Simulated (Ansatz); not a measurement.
Total energies of H$_{4}$OSn (`[OH][SnH3]`).

```xyz
6

O    -0.381    1.398   -0.395
Sn    0.185   -0.365    0.279
H    -0.796    1.358   -1.259
H     1.312   -1.029   -0.822
H    -1.196   -1.363    0.411
H     0.876    0.002    1.786
```

Charge 0, multiplicity 1. Correlated methods include outer-core shells of Sn, which these sets cover unevenly. Sn: def2 effective core potential. The geometry is a stationary point of PBE0-D4/def2-TZVP. Basis def2-TZVPP, Ansatz.

RPA on PBE orbitals: Hartree–Fock energy of these orbitals -290.52964 Eh, correlation -0.89494 Eh (frozen core).

```csv
functional,energy without D4 (Eh),D4 term (kJ/mol)
LDA (SPW92),-291.03500,–
revPBE,-291.97199,-21.4
BLYP,-291.87810,-16.2
r2SCAN,-291.99275,-1.6
B97M-V,-291.93497,–
PBE0,-291.87164,-6.1
B3LYP,-292.03137,-12.0
r2SCAN0,-291.95211,-2.0
BHLYP,-291.84056,-9.5
CAM-B3LYP,-291.91194,-6.2
LC-ωPBE,-291.95082,–
ωB97X-V,-291.90814,–
ωB97M-V,-291.86719,–
PBE-QIDH,-291.66749,–
```

Q: Give the same for PBE, r2SCANh, HSE06 (plane-wave form), B2PLYP. (An estimate is asked.)

A: Ansatz gave: 
```csv
functional,energy without D4 (Eh),D4 term (kJ/mol)
PBE,-291.85913,-7.3
r2SCANh,-291.97616,-1.8
HSE06 (plane-wave form),-291.86594,-5.7
B2PLYP,-291.68937,–
```

B3LYP takes the VWN-RPA correlation (the form of Gaussian; ORCA's B3LYP/G). HSE06 is the plane-wave form, built on full-range PBE exchange. The double hybrids freeze the cores in their second-order part.

LC-ωPBE has ω = 0.4 bohr⁻¹.
